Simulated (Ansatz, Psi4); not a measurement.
Two rigid molecules brought together: C3H8 ··· COS (SMILES CCC and O=C=S). Monomers: optimised at B3LYP-D3(BJ) (def2-TZVP), held rigid. Orientation: a higher rigid-body minimum at GFN2-xTB. The monomers approach along the line of their centres of mass (distance R); nothing else relaxes.

Geometry at R = 4.20 Å (first 11 atoms: monomer A):
```
14

C      1.2831     0.1352    -0.0576
C     -0.0958    -0.3469    -0.5005
C     -1.2120     0.1223     0.4290
H      2.0664    -0.2108    -0.7347
H      1.5229    -0.2301     0.9442
H      1.3258     1.2268    -0.0282
H     -0.1002    -1.4398    -0.5520
H     -0.2958     0.0060    -1.5166
H     -2.1889    -0.2325     0.0950
H     -1.2512     1.2135     0.4747
H     -1.0543    -0.2436     1.4467
O     -3.3332    -1.9179    -1.6294
C     -2.5013    -2.3883    -2.2790
S     -1.3767    -3.0242    -3.1573
```

PBE/def2-TZVP, counterpoise-corrected (Psi4); PBE-D3(BJ)/def2-TZVP, counterpoise-corrected (Psi4); CCSD(T)/aug-cc-pVDZ = CCSD(T) on RHF/aug-cc-pVDZ, frozen core, counterpoise-corrected run with Ansatz (a program for electronic structure).

Interaction energies in kcal/mol; the last columns give the difference from CCSD(T):

```json
[
 {"R / Å": "3.65", "PBE/def2-TZVP": "4.67", "PBE-D3(BJ)/def2-TZVP": "2.49", "CCSD(T)/aug-cc-pVDZ": "3.39", "PBE/def2-TZVP − CCSD(T)/aug-cc-pVDZ": "1.28", "PBE-D3(BJ)/def2-TZVP − CCSD(T)/aug-cc-pVDZ": "-0.90"},
 {"R / Å": "3.72", "PBE/def2-TZVP": "3.47", "PBE-D3(BJ)/def2-TZVP": "1.40", "CCSD(T)/aug-cc-pVDZ": "2.14", "PBE/def2-TZVP − CCSD(T)/aug-cc-pVDZ": "1.34", "PBE-D3(BJ)/def2-TZVP − CCSD(T)/aug-cc-pVDZ": "-0.74"},
 {"R / Å": "4.01", "PBE/def2-TZVP": "0.77", "PBE-D3(BJ)/def2-TZVP": "-0.88", "CCSD(T)/aug-cc-pVDZ": "-0.46", "PBE/def2-TZVP − CCSD(T)/aug-cc-pVDZ": "1.23", "PBE-D3(BJ)/def2-TZVP − CCSD(T)/aug-cc-pVDZ": "-0.42"},
 {"R / Å": "4.20", "PBE/def2-TZVP": "0.09", "PBE-D3(BJ)/def2-TZVP": "-1.31", "CCSD(T)/aug-cc-pVDZ": "-0.94", "PBE/def2-TZVP − CCSD(T)/aug-cc-pVDZ": "1.03", "PBE-D3(BJ)/def2-TZVP − CCSD(T)/aug-cc-pVDZ": "-0.36"},
 {"R / Å": "4.33", "PBE/def2-TZVP": "-0.14", "PBE-D3(BJ)/def2-TZVP": "-1.37", "CCSD(T)/aug-cc-pVDZ": "-1.03", "PBE/def2-TZVP − CCSD(T)/aug-cc-pVDZ": "0.89", "PBE-D3(BJ)/def2-TZVP − CCSD(T)/aug-cc-pVDZ": "-0.34"},
 {"R / Å": "4.64", "PBE/def2-TZVP": "-0.31", "PBE-D3(BJ)/def2-TZVP": "-1.21", "CCSD(T)/aug-cc-pVDZ": "-0.92", "PBE/def2-TZVP − CCSD(T)/aug-cc-pVDZ": "0.61", "PBE-D3(BJ)/def2-TZVP − CCSD(T)/aug-cc-pVDZ": "-0.29"},
 {"R / Å": "4.94", "PBE/def2-TZVP": "-0.27", "PBE-D3(BJ)/def2-TZVP": "-0.92", "CCSD(T)/aug-cc-pVDZ": "-0.70", "PBE/def2-TZVP − CCSD(T)/aug-cc-pVDZ": "0.43", "PBE-D3(BJ)/def2-TZVP − CCSD(T)/aug-cc-pVDZ": "-0.22"},
 {"R / Å": "5.12", "PBE/def2-TZVP": "-0.23", "PBE-D3(BJ)/def2-TZVP": "-0.76", "CCSD(T)/aug-cc-pVDZ": "-0.58", "PBE/def2-TZVP − CCSD(T)/aug-cc-pVDZ": "0.35", "PBE-D3(BJ)/def2-TZVP − CCSD(T)/aug-cc-pVDZ": "-0.18"},
 {"R / Å": "5.67", "PBE/def2-TZVP": "-0.10", "PBE-D3(BJ)/def2-TZVP": "-0.39", "CCSD(T)/aug-cc-pVDZ": "-0.31", "PBE/def2-TZVP − CCSD(T)/aug-cc-pVDZ": "0.21", "PBE-D3(BJ)/def2-TZVP − CCSD(T)/aug-cc-pVDZ": "-0.08"},
 {"R / Å": "6.45", "PBE/def2-TZVP": "-0.02", "PBE-D3(BJ)/def2-TZVP": "-0.15", "CCSD(T)/aug-cc-pVDZ": "-0.13", "PBE/def2-TZVP − CCSD(T)/aug-cc-pVDZ": "0.11", "PBE-D3(BJ)/def2-TZVP − CCSD(T)/aug-cc-pVDZ": "-0.02"},
 {"R / Å": "7.32", "PBE/def2-TZVP": "0.00", "PBE-D3(BJ)/def2-TZVP": "-0.06", "CCSD(T)/aug-cc-pVDZ": "-0.06", "PBE/def2-TZVP − CCSD(T)/aug-cc-pVDZ": "0.05", "PBE-D3(BJ)/def2-TZVP − CCSD(T)/aug-cc-pVDZ": "0.00"},
 {"R / Å": "8.65", "PBE/def2-TZVP": "0.00", "PBE-D3(BJ)/def2-TZVP": "-0.02", "CCSD(T)/aug-cc-pVDZ": "-0.02", "PBE/def2-TZVP − CCSD(T)/aug-cc-pVDZ": "0.02", "PBE-D3(BJ)/def2-TZVP − CCSD(T)/aug-cc-pVDZ": "0.00"}
]
```

PBE/def2-TZVP is furthest from CCSD(T)/aug-cc-pVDZ at 3.72 (1.34 kcal/mol, above); its mean absolute difference over the points is 0.63 kcal/mol.

PBE-D3(BJ)/def2-TZVP is furthest from CCSD(T)/aug-cc-pVDZ at 3.65 (-0.90 kcal/mol, below); its mean absolute difference over the points is 0.30 kcal/mol.
